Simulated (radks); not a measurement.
Results of a calculation; reference values are marked as such.
Polarisability of the cobalt ion Co+, [Ar] 3d8, at imaginary frequency. Code: a radial shooting solver on a logarithmic mesh with Libxc functionals. Model: scalar-relativistic Kohn-Sham, exchange-only LDA, spin-polarised, spherical densities, finite nucleus; open shells are filled with parallel spins first; Fermi nuclear charge, rms radius 3.7875 fm. Response by self-consistent Sternheimer equations with the Hartree and adiabatic exchange-only LDA kernel, the relativistic mass of each level held fixed and spin-orbit coupling left out.

| w (hartree) | alpha1(iw) (bohr^3) |
|---|---|
| 0.00266 | 11.80 |
| 0.0143 | 11.76 |
| 0.0360 | 11.58 |
| 0.0697 | 11.06 |
| 0.118 | 10.01 |
| 0.186 | 8.523 |
| 0.280 | 6.876 |
| 0.413 | 5.345 |
| 0.605 | 4.022 |
| 0.892 | 2.897 |
| 1.35 | 1.952 |
| 2.12 | 1.187 |
| 3.59 | 0.6085 |
| 6.94 | 0.2316 |
| 17.5 | 0.05007 |

Static values: alpha1 = 11.80 bohr^3 (1.748 angstrom^3; uncoupled 16.26). C6 = 42.57, triple-dipole C9 = 317.3 atomic units. One-pole (London) frequency 4 C6 / (3 alpha1^2) = 0.408 hartree, against 0.373 for minus the highest occupied eigenvalue.
